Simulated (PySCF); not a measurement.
**Arsenic: a sound run and one with changed settings**

Sound run: As⁺ [Ar] 3d10 4s2 4p2, As²⁺ [Ar] 3d10 4s2 4p1. All numbers are calculated (PySCF 2.14, the spin-free X2C one-electron Hamiltonian (Gaussian nucleus), in x2c-TZVPall). In the sound run the correlated levels freeze [Ar] 3d10. The sound run starts from symmetry-adapted Hartree-Fock orbitals and uses a fine grid where one is needed.

Changed run: all electrons correlated in a basis built for the valence shell.

```
species  method  sound run (hartree)  changed run (hartree)  converged
    As⁺     MP2          -2258.71611            -2258.98164        yes
   As²⁺     MP2          -2258.04312            -2258.30430        yes
```

Ionisation energy of As⁺:

```
 method  sound run (eV)  changed run (eV)
    UHF          17.939            17.939
    MP2          18.313            18.432
SCS-MP2          18.240            18.320
```

A valence basis has no tight correlating functions, so it recovers only part of the core correlation, and not evenly between atom and ion.

For comparison, NIST gives 18.589 eV between the lowest levels.
